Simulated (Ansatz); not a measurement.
```xyz
2

F     0.0000    0.0000   -0.6332
F     0.0000    0.0000    0.6332
```

Basis set: cc-pVDZ (spherical functions). Correlated methods keep 2 orbitals frozen. Charge 0, multiplicity 1.

Computed with Ansatz (development build ahead of 0.2.0); each method stands on the lowest determinant of its kind that the runs found. Restricted open shells among the atoms or ions are ROHF, correlated in semicanonical orbitals with singles.

The atomization energy at this shape (free ground-state atoms in the same class of orbitals less the molecule, no zero-point energy) of singlet F2:

| method | atomization energy |
| --- | --- |
| RHF | -38.76 kcal/mol |

Question: What does RHF-MP2 give?

Answer: 17.58 kcal/mol. Caution: the shape is not the minimum. Caution for RHF: the molecule lies well above its atoms at this level.
